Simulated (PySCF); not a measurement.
Compound: C₇H₁₅NOSi.
SMILES with atom numbers: `[CH2:1]=[CH:2][Si@:3]1([N:4]([CH3:5])[CH3:6])[CH2:7][CH2:8][CH2:9][O:10]1` (hydrogens: H11, H12 on C1; H13 on C2; H14, H15, H16 on C5; H17, H18, H19 on C6; H20, H21 on C7; H22, H23 on C8; H24, H25 on C9)

Method used: PBE0-D3(BJ)/def2-SVP geometry optimisation, gas phase (PySCF).

Task: What internal coordinates does the optimisation give?

Result: 
```tsv
bond	length (pm)	order
C1=C2	133.9	double
C2–Si3	186.4	single
Si3–N4	173.5	single
N4–C5, N4–C6	143.9	single
Si3–C7	188.5	single
C7–C8	153.9	single
C8–C9	153.1	single
C9–O10	141.4	single
Si3–O10	168.4	single
C1–H11	109.6	single
C1–H12	109.6	single
C2–H13	109.9	single
C5–H14, C6–H18	111.0	single
C5–H15 and 3 like bonds	110.4	single
C7–H20	109.9	single
C7–H21	110.3	single
C8–H22	110.2	single
C8–H23	110.3	single
C9–H24	110.2	single
C9–H25	110.8	single
```

Bonds in one row agree within 1 pm and their mean is given. Orders are formal, as drawn. A selection of angles:
```tsv
angle	degrees
C1–C2–Si3	124.1
C2–Si3–N4	112.5
C2–Si3–C7	115.5
C2–Si3–O10	109.6
N4–Si3–C7	113.1
N4–Si3–O10	108.2
C7–Si3–O10	96.6
Si3–N4–C5	120.1
Si3–N4–C6	121.3
C5–N4–C6	114.9
Si3–C7–C8	100.5
C7–C8–C9	108.0
C8–C9–O10	108.7
Si3–O10–C9	111.0
```

Dihedral angles: C1–C2–Si3–N4 116° (anticlinal); C2–Si3–N4–C5 -72° (synclinal); C2–Si3–C7–C8 -101° (anticlinal); Si3–C7–C8–C9 -32° (synclinal); C7–C8–C9–O10 43° (synclinal); C8–C9–O10–Si3 -31° (synclinal); C2–Si3–O10–C9 130° (anticlinal).

Si3 (oxygen-bound silicon) has angles from 96.6° to 115.5°. N4 (silicon-bound nitrogen) is almost planar (angles 121.3°, 120.1° and 114.9°, sum 356.3°, 0.17 Å off the plane of its three neighbours). Of the pairs four or more bonds apart, O10···H17 is among the closest relative to their van der Waals radii: 2.56 Å, 94 % of the sum of Bondi's values. The 2 C–Si bonds span 1.864 Å (C2–Si3, drawn single) to 1.885 Å (Si3–C7, drawn single), a spread of 0.021 Å. The 5-membered ring Si3–C7–C8–C9–O10 has internal angles of 96.6° to 111.0° (sum 525°, against 540° for a flat polygon); it is puckered, 0.17 Å rms from its mean plane, widest ring torsion 43°. The 3 C–C bonds span 1.339 Å (C1=C2, drawn double) to 1.539 Å (C7–C8, drawn single), a spread of 0.200 Å.

Point group: C1 (no symmetry element, even within 0.4 Å). PBE0-D3(BJ)/def2-SVP frequencies: not computed here. One conformer, not necessarily the lowest.

The run took 9.2 min on Arm Neoverse V2, one thread, no GPU, on a shared host, and the process peaked at 1.1 GiB of memory. That covers the optimisation of the geometry.
